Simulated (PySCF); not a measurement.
Correlation energy of Sb³⁺ (antimony, charge +3)

[Kr] 4d10 5s2, closed-shell 1S. Computed with PySCF 2.14 in x2c-SVPall (6s5p3d, 36 functions), with scalar relativity by spin-free X2C-1e. Frozen: [Kr] 4d10; 2 electrons correlated.

Total MP2 correlation energy: -22.56 mhartree.

Same-spin part 0.00 and opposite-spin part -22.56 mhartree; SCS-MP2 scales them by 1/3 and 6/5 to -27.07 mhartree.

With two correlated electrons CCSD is exact within the correlated space (frozen core and kept virtual orbitals).

```
level  correlation energy (mhartree)
 CCSD                         -33.42
```

Diagnostics: T1 = 0.0023, D1 = 0.0033, largest double amplitude 0.098.

Cost of the coupled-cluster step: 0.04 s of wall time on 1 thread of Neoverse-V2 (shared host), for 2 correlated electrons.
